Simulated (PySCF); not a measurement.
## Antimony: a sound run and one with changed settings

Sound run: Sb²⁺ [Kr] 4d10 5s2 5p1, Sb³⁺ [Kr] 4d10 5s2. All numbers are calculated (PySCF 2.14, scalar relativity through the core potential, in cc-pVTZ-PP with ECP28MDF). The sound run starts from symmetry-adapted Hartree-Fock orbitals and uses a fine grid where one is needed.

A second run was set up differently.

| species | method | sound run (hartree) | changed run (hartree) | converged |
| --- | --- | --- | --- | --- |
| Sb²⁺ | UHF | -238.37372 | -238.37372 | yes |
| Sb²⁺ | M06-L | -239.45377 | -231.33679 | no |
| Sb²⁺ | r2SCAN | -239.36052 | -231.27316 | yes |
| Sb³⁺ | UHF | -237.48705 | -237.48705 | yes |
| Sb³⁺ | M06-L | -238.55931 | -230.50144 | yes |
| Sb³⁺ | r2SCAN | -238.44681 | -230.42815 | yes |

Ionisation energy of Sb²⁺:

| method | sound run (eV) | changed run (eV) |
| --- | --- | --- |
| UHF | 24.128 | 24.128 |
| r2SCAN | 24.863 | 22.994 |

(1) What was changed?
A. a valence shell is frozen
B. minimal basis
C. too few SCF iterations
D. radial grid too coarse

Answers

(1) D. It used radial step 1.2 in ln r (0.13 in the sound run). A coarse radial grid mis-integrates the density and the exchange-correlation energy, with errors of either sign; Hartree-Fock needs no grid.
